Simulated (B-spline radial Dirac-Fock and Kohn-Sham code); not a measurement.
**Auger parameter of lutetium: the L3 level and its strongest L3-MM line**

Model: Dirac-Fock ΔSCF + Breit + QED. Program: a radial atomic solver. The modified Auger parameter α′ is the binding energy plus the kinetic energy of the Auger electron; it does not depend on the energy zero. For free ions it tends to fall with charge, since less charge screens the final holes.

| species | configuration | binding 2p3/2 (eV) | Auger line | kinetic (eV) | α′ (eV) |
| --- | --- | --- | --- | --- | --- |
| Lu | [Xe] 4f14 5d1 6s2 | 9252.0 | M4M5 J=4 | 5939.8 | 15191.8 |
| Lu | [Xe] 4f14 5d3 | 9248.4 | M4M5 J=4 | 5945.8 | 15194.2 |
| Lu⁺ | [Xe] 4f14 6s2 | 9262.5 | M4M5 J=4 | 5927.3 | 15189.8 |
| Lu⁺ (Watson 1.6 Å) | [Xe] 4f14 6s2 | 9254.8 | M4M5 J=4 | 5935.5 | 15190.4 |
| Lu²⁺ | [Xe] 4f14 6s1 | 9271.4 | M4M5 J=4 | 5917.3 | 15188.7 |
| Lu²⁺ (Watson 1.8 Å) | [Xe] 4f14 6s1 | 9256.2 | M4M5 J=4 | 5932.9 | 15189.1 |
| Lu²⁺ (Watson 3 Å) | [Xe] 4f14 6s1 | 9261.8 | M4M5 J=4 | 5926.9 | 15188.7 |
| Lu³⁺ | [Xe] 4f14 | 9281.2 | M4M5 J=4 | 5906.5 | 15187.7 |
| Lu³⁺ (Watson 1.8 Å) | [Xe] 4f14 | 9257.2 | M4M5 J=4 | 5930.5 | 15187.7 |
| Lu³⁺ (Watson 3 Å) | [Xe] 4f14 | 9266.8 | M4M5 J=4 | 5920.9 | 15187.7 |
| Lu⁴⁺ | [Xe] 4f13 | 9305.9 | M4M5 J=4 | 5877.0 | 15182.9 |
| Lu⁵⁺ | [Xe] 4f12 | 9333.0 | M4M5 J=4 | 5845.2 | 15178.2 |
| Lu⁶⁺ | [Kr] 4d10 4f13 5s2 5p4 | 9345.3 | M4M5 J=4 | 5836.8 | 15182.1 |
| Lu⁷⁺ | [Kr] 4d10 4f13 5s2 5p3 | 9366.3 | M4M5 J=4 | 5815.6 | 15181.9 |

Values without a named source are computed, but for edge energies of neutral atoms, which are taken from tables.
